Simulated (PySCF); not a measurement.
The same groups moved round the core (propene chloro+silyl). Gas-phase values, no solvent. One relaxed conformer stands for each flexible species; it need not be the lowest. Strings in code marks are SMILES. All members: neutral, multiplicity 1. Level: TPSSh-D3(BJ)/def2-TZVP // CAM-B3LYP-D3(BJ)/def2-TZVP (PySCF). Delta-SCF ions had no search for a lower state.  The removal energy is E(N − 1 electrons) − E(N electrons) at the parent's geometry; ε(HOMO) is measured against the vacuum level.

| species | −ε(HOMO) (eV) | vertical ionisation energy (Delta-SCF) (eV) |
|---|---|---|
| `[SiH3]C/C=C/Cl` (Si–C–C–C torsion 109°) | 6.38 | 8.86 |
| `[SiH3]C/C=C\Cl` (Si–C–C–C torsion 96°) | 6.42 | 8.90 |
| `C=C(Cl)C[SiH3]` (Cl–C–C–Si torsion 74°) | 6.59 | withheld |
| `C/C([SiH3])=C/Cl` | 6.67 | 9.15 |
| `C/C([SiH3])=C\Cl` | 6.75 | 9.21 |
| `C/C(Cl)=C\[SiH3]` | 6.81 | 9.25 |

Task: Fit vertical ionisation energy (Delta-SCF) = a + b·x to the 5 complete rows by least squares, with x = −ε(HOMO) in eV. Give a, b and the rms residual, and predict the withheld value.

Result: Means of the 5 rows: x̄ = 6.606, ȳ = 9.074 eV. Σ(x − x̄)² = 0.15212 and Σ(x − x̄)(y − ȳ) = 0.14108, so b = 0.927 and a = ȳ − b·x̄ = 2.950 eV. The rms residual is 0.010 eV. At x = 6.59 the line gives 9.06 eV. The run for `C=C(Cl)C[SiH3]` (Cl–C–C–Si torsion 74°) gave 9.07 eV, so the line is off by 0.01 eV, within twice the rms residual.

Codes: PySCF.
